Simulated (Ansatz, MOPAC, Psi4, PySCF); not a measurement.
System: CH5BS2, net charge 0, singlet state. SMILES: CB(S)S
Geometry from a B3LYP-D3(BJ)/def2-TZVP (Ansatz, an electronic-structure program) optimisation:
```xyz
9

C     -1.8215    -0.1616    -0.5308
B     -0.3208    -0.0318    -0.0936
S      0.4834     1.5635     0.1837
S      0.6355    -1.5441     0.1401
H     -2.1488    -1.1948    -0.6545
H     -1.9895     0.3597    -1.4776
H     -2.4760     0.3123     0.2063
H     -0.5715     2.3475    -0.0990
H      1.8163    -1.0075     0.4964
```
Charge 0, spin multiplicity 1.

Property: vertical ionisation energy to the doublet, in eV. Terms: non-relativistic; PM7 with its own dispersion and hydrogen-bond terms; 6-31G* and kin with 6d, 5d where marked; each state is the SCF solution reached for its charge and spin; dispersion terms only where a functional's name holds one; no spin-orbit coupling; 6-311+G** with 5d, 6d on Na to Ar in Ansatz; frozen cores in correlated levels; open shells spin-unrestricted. Ab initio and DFT rows: single points at B3LYP-D3(BJ) geometries (Ansatz). Semi-empirical rows: differences of heats of formation at the shared geometry for vertical values.

```tsv
level	program	vertical ionisation energy to the doublet (eV)
AM1	MOPAC	9.13
PM7	MOPAC	8.90
MNDO	MOPAC	9.59
HF/6-31G*	Ansatz	8.98
HF/6-311+G**	Ansatz	8.96
PBE/6-31G*	Ansatz	9.18
PBE/6-311+G**	Ansatz	9.27
B3LYP/STO-3G	Ansatz	6.74
B3LYP/6-31G*	Ansatz	9.37
B3LYP/6-311+G**	Ansatz	9.45
M06-2X/6-31G* (5d)	PySCF	9.68
wB97X-D/6-31G*	Psi4	9.60
MP2/6-31G*	Ansatz	9.42
wB97M-V/def2-TZVPD	Ansatz	9.66
```

No value to compare with is used here. The 13 habitual levels span 6.74 (B3LYP/STO-3G) to 9.68 eV (M06-2X/6-31G* (5d)); wB97M-V/def2-TZVPD gives 9.66.

The levels are drawn from those run, B3LYP/6-31G* more often than the rest, none by its result; left out are runs that failed, that the program found above a lower state of the same kind, or whose <S^2> lies over 0.5 above the pure value.
